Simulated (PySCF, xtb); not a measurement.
C4H16Al2N2, SMILES [NH2+]1[Al-]([CH3])([NH2+][Al-]1([CH3])[CH3])[CH3].

xtb 6.7.1 with GFN2-xTB at its own geometry gives an orbital gap of 6.28 eV and a dipole moment of 0.00 D.

Coordinates come from a r2SCAN-D4/def2-SVP optimisation.

What does CAM-B3LYP/def2-SVP (PySCF) give? (An estimate is asked for; the answer gives what the named calculation found.)

gap 10.22 eV (levels -8.63 and 1.59 eV), dipole 0.00 D.
